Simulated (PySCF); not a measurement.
## Ionisation energy of Mg⁺ by level of theory

Mg⁺ [Ne] 3s1 (2S) → Mg²⁺ [Ne] (1S), as a difference of total energies. Calculation: PySCF 2.14, in cc-pVDZ-DK; scalar relativity by spin-free X2C-1e. The calculations carry no spin-orbit coupling.

```json
{"method": "UHF", "ionisation energy (eV)": "14.734"}
{"method": "r2SCAN", "ionisation energy (eV)": "15.007"}
```

For comparison: 15.035 eV (measured; NIST Atomic Spectra Database, ionization energies).
